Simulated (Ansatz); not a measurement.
Start from `C[Si](N)(O)Cl` and change one element to get `C[Si](N)(O)F`.

Ansatz, PBE0-D4/def2-TZVP geometries, multiplicity 1. Each molecule was computed in one conformer, which needn't be the lowest.

```json
{"property": "HOMO–LUMO gap (B3LYP/def2-TZVPP) / eV", "`C[Si](N)(O)Cl`": "7.88"}
{"property": "HOMO–LUMO gap (PBE0/def2-TZVPP) / eV", "`C[Si](N)(O)Cl`": "8.51"}
{"property": "LUMO energy (B3LYP/def2-TZVPP) / eV", "`C[Si](N)(O)Cl`": "0.36"}
{"property": "LUMO energy (PBE/def2-TZVPP) / eV", "`C[Si](N)(O)Cl`": "-0.11"}
{"property": "LUMO energy (ωB97M-V/def2-TZVPP) / eV", "`C[Si](N)(O)Cl`": "2.12"}
{"property": "HOMO energy (B3LYP/def2-TZVPP) / eV", "`C[Si](N)(O)Cl`": "-7.52"}
```

Q: What does the change do to each property? (An estimate is asked.)

A: Ansatz gave: 
```json
{"property": "HOMO–LUMO gap (B3LYP/def2-TZVPP) / eV", "`C[Si](N)(O)F`": "7.92", "shift": "0.04"}
{"property": "HOMO–LUMO gap (PBE0/def2-TZVPP) / eV", "`C[Si](N)(O)F`": "8.55", "shift": "0.04"}
{"property": "LUMO energy (B3LYP/def2-TZVPP) / eV", "`C[Si](N)(O)F`": "0.38", "shift": "0.02"}
{"property": "LUMO energy (PBE/def2-TZVPP) / eV", "`C[Si](N)(O)F`": "-0.08", "shift": "0.03"}
{"property": "LUMO energy (ωB97M-V/def2-TZVPP) / eV", "`C[Si](N)(O)F`": "2.15", "shift": "0.03"}
{"property": "HOMO energy (B3LYP/def2-TZVPP) / eV", "`C[Si](N)(O)F`": "-7.53", "shift": "-0.01"}
```

B3LYP here is the variant with VWN-RPA as its local correlation; programs differ in this.
